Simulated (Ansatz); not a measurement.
ZrS2. Total charge 0; quintet. Geometry B3LYP-D4/def2-TZVP; atoms count from 1.

```xyz
3

Zr   -1.457    0.263   -0.625
S     0.963    0.825    0.169
S     0.494   -1.088    0.456
```

In the def2 sets Zr takes a core potential; there is no spin–orbit coupling. At PBE0-D4/def2-TZVP a triplet of charge 0 lies 1.37 eV below the quintet, each at its own geometry. The structure comes from a short search, and lower isomers may exist.

Q: Estimate the Mulliken populations from the PBE0/def2-TZVP orbitals of Ansatz.

A: 
```
atom  charge (e)  spin (α − β)  d electrons
 Zr1        0.31          3.03         2.61
  S2       -0.16          0.48            –
  S3       -0.16          0.48            –
```
Mulliken values depend strongly on the basis.

Q: Where does the spin sit?

A: Summed by element: Zr 3.03, S 0.97, of 4 unpaired in all. Largest on single atoms: Zr1 3.03, S2 0.48, S3 0.48.

Q: And the Mayer bond orders between heavy atoms (over 0.3)?

A: Zr1–S2 0.64 (2.61 Å); Zr1–S3 0.64 (2.61 Å); S2–S3 1.56 (1.99 Å).
